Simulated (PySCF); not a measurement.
**Do core-level shifts follow atomic charges?**

Species: C3H2ClNSe.
Geometry (PBE0-D3(BJ)/def2-SVP, Å), atoms numbered from 1 in this order:
```xyz
8
C3H2ClNSe angstrom
Cl     3.3465    0.0222    0.0492
C      1.6511    0.1998   -0.0129
C      0.7241   -0.8050   -0.0636
C     -0.6075   -0.2912   -0.1052
N     -0.8077    1.0001   -0.0923
Se     0.7846    1.8479   -0.0195
H      0.9809   -1.8645   -0.0710
H     -1.4890   -0.9423   -0.1484
```

Binding energies: PySCF 2.14.0, delta-SCF UKS SCAN, pcX-2 on the ionised atom, pcseg-1 elsewhere, spin-free X2C. Charges: PBE0/pcSseg-1 ground-state density, for the ionised atom.

```csv
atom,environment,C 1s (eV),Mulliken (e),IAO (e),Hirshfeld (e),ESP (e)
C3,aromatic CH carbon,290.88,-0.052,-0.228,-0.091,-0.127
C4,aromatic CH next to a ring nitrogen,291.71,+0.174,-0.019,+0.004,+0.104
C2,aromatic C–Cl carbon,292.53,-0.284,-0.208,-0.034,-0.179
```

**Question.** Give the correlation coefficient and slope of binding energy on charge for each scheme.

**Answer.** Hirshfeld: r = 0.60, slope 10.3 eV per e; IAO: r = 0.08, slope 0.6 eV per e; ESP: r = -0.17, slope -0.9 eV per e; Mulliken: r = -0.51, slope -1.8 eV per e. Hirshfeld charges have the highest r, on only 3 points.

**Question.** The point-charge model writes a binding energy as kq + V + constant, with V the potential of the other atoms' charges at the site. What does it give with the ESP charges?

**Answer.** V = Σ 14.40 eV Å × q/r over all other atoms: +1.33 eV at C3, -2.36 eV at C4, +1.15 eV at C2. Fitting binding energy − V to q gives k = 12.5 eV per e and leaves an rms residual of 1.04 eV, against 0.66 eV for the fit on q alone. The model has no term for differences in relaxation between sites.

Isolated species at its PBE0-D3(BJ)/def2-SVP geometry, gas phase.
